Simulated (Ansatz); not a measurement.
`C[SiH2][AlH][AlH2]`, charge 0, multiplicity 1.

**Question.** Give a relaxed structure at PBE0-D4/def2-TZVP (the Gaussian-basis code of Ansatz). (Estimate.)

**Answer.** Computed: 
Cartesian coordinates in Å:
```
C 0.8629 1.7510 0.4892
Si -0.9096 1.2725 0.0617
Al -1.2207 -1.1233 -0.4362
Al 0.7166 -2.8384 -0.3917
H 1.2112 1.2067 1.3703
H 0.9409 2.8199 0.7000
H 1.5384 1.5198 -0.3380
H -1.3603 2.0834 -1.1120
H -1.8033 1.6623 1.1965
H -2.7066 -1.5898 -0.7975
H 1.6034 -3.1473 -1.6830
H 1.1271 -3.6168 0.9407
```
Point group Cs.
This is one stationary point; other conformers may exist.
